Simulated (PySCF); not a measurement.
# Reading the logs of faulty runs: BH9Si3

These are calculations, not measurements. The program is PySCF 2.14.0, an open-source quantum chemistry code, run on an isolated molecule that a program drew, which may never have been made. The molecule is BH9Si3 (charge 0, singlet), drawn as the SMILES string `B[SiH2][SiH2][SiH3]`.

Each row is a Hartree-Fock (HF) and frozen-core CCSD(T) single point in the cc-pV(D+d)Z basis, meant for a local HF minimum. Run 1 is clean. Each other run has one planted mistake out of seven kinds, and not every kind appears here: one electron removed, one electron added, multiplicity raised by two, geometry at a saddle point, minimal basis STO-3G, one bond length entered in bohr, all coordinates scaled. The reference is restricted for singlets and unrestricted otherwise, and also for a bond in bohr. Adding or removing an electron swaps singlet and doublet. Electrons count all cores. HOMO and LUMO are orbital energies over both spins, the gradient is its largest component, and the lowest frequency (negative if imaginary) is given only where the gradient is small. Bond lengths are over the 12 bonds as drawn. T1 is the CCSD diagnostic: over 0.02 (restricted) or 0.045 (unrestricted) a single reference is doubtful.

Geometry of the clean run:
```xyz
13
BH9Si3, angstrom
B    -2.3710    1.1530   -1.7999
Si   -1.0347    1.2482   -0.2705
Si    1.1454    1.4763   -1.1980
Si    2.8120    1.6090    0.4791
H    -2.8564    2.1485   -2.2611
H    -2.6546    0.1046   -2.3094
H    -1.2766    2.4133    0.6201
H    -1.0474    0.0209    0.5679
H     1.4294    0.3134   -2.0797
H     1.1986    2.7019   -2.0377
H     4.1579    1.7429   -0.1291
H     2.5620    2.7846    1.3479
H     2.7863    0.3855    1.3166
```

```
run,electrons,basis functions,<S^2>,HOMO (eV),LUMO (eV),gradient (hartree/bohr),lowest frequency (cm^-1),mean bond (Å),longest bond (Å),T1,HF (hartree),CCSD(T) (hartree),mistake
1,56,128,0.000,-10.05,1.10,3.2e-05,36,1.6313,2.380,0.0140,-896.69340,-897.18174,no fault
2,56,128,0.000,-9.71,0.89,3.5e-02,-,1.7683,2.580,0.0140,-896.63189,-897.12711,all coordinates scaled
3,57,128,0.761,-1.00,7.17,2.9e-02,-,1.6313,2.380,0.0148,-896.68909,-897.19888,one electron added
4,55,128,0.812,-16.03,-7.78,4.7e-02,-,1.6313,2.380,0.0239,-896.36585,-896.83403,?
5,56,128,0.929,-8.78,0.97,9.6e-03,-,1.7821,3.842,0.0197,-896.59166,-897.05393,?
```

**Which mistake was planted in run 4, and what did it cost?**

It counts 55 electrons, one fewer than the clean run, at the same geometry and basis. So the mistake is: one electron removed. Subtracting run 1 and multiplying by 627.51 kcal/mol a hartree, the energy moved by 205.5 kcal/mol in HF and 218.2 kcal/mol in CCSD(T).

**Which mistake was planted in run 5, and what did it cost?**

The mean bond changes by a factor of 1.092 and the longest by 1.614, so the molecule wasn't scaled as a whole. A length L in bohr read as angstrom grows by (1/0.5292 - 1) L = 0.890 L. The 12 bonds together grew by 12 x 0.1508 = 1.810 Å, which gives L = 2.034 Å. That is bond B1-Si2, 2.033 Å in the clean geometry. So the mistake is: one bond length entered in bohr. Subtracting run 1 and multiplying by 627.51 kcal/mol a hartree, the energy moved by 63.8 kcal/mol in HF and 80.2 kcal/mol in CCSD(T).

